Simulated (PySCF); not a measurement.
Dy(III) with more and more SH

Computed with PySCF 2.14.0, PBE0, def2-SVP on the ligands, density fitting, scalar-relativistic core potentials, no spin-orbit coupling, vacuum. The metal has lcecp-1-SVP with ECP55. Each complex is relaxed within the symmetry of its template. Distances are means of the shortest metal–ligand contacts, charges and spins Mulliken's; removal energies are rigid, with the ligand's formal charge and no counterpoise, so too large; for an anion taken off a cation in vacuum most of it is the attraction of opposite charges, and multiply charged cations can part far more cheaply with an electron moved from ligand to metal. lcecp potentials hold a fixed number of 4f electrons in the core, out of states, spins and gaps.

```csv
complex,point group,M–SH (Å),charge on M (e),dipole (D),removal of one SH (eV),"strongest infrared band, degenerate modes summed (cm⁻¹)",unstable modes (below −25 cm⁻¹)
[Dy(SH)2]+,"C2, nearly C2v",2.475,1.09,–,14.53,399,0
[Dy(SH)4]−,S4,2.653,0.60,–,4.63,–,1
```

Task: What does the calculation give for Dy(SH)3?

Result: point group: C3, nearly C3h, M–SH (Å): 2.577, charge on M (e): 0.83, dipole (D): 0.27, removal of one SH (eV): 9.17, strongest infrared band, degenerate modes summed (cm⁻¹): 314, unstable modes (below −25 cm⁻¹): 0.
```xyz
7

Dy    0.0000    0.0000    0.8872
S     2.5428    0.4168    0.9372
H     2.8561   -0.9019    0.9563
S    -1.6323    1.9937    0.9372
H    -0.6470    2.9245    0.9563
S    -0.9105   -2.4105    0.9372
H    -2.2092   -2.0225    0.9563
```

The more ligands, the longer each bond and the weaker the last ligand is held.

Members with unstable modes aren't minima as they stand: saddle points kept by symmetry or, where the modes are soft, flat surfaces and noise. Moved off a saddle point of the template and relaxed again: Dy(SH)3, [Dy(SH)4]−. One start shape was tried for each, so a minimum needn't be the lowest isomer.
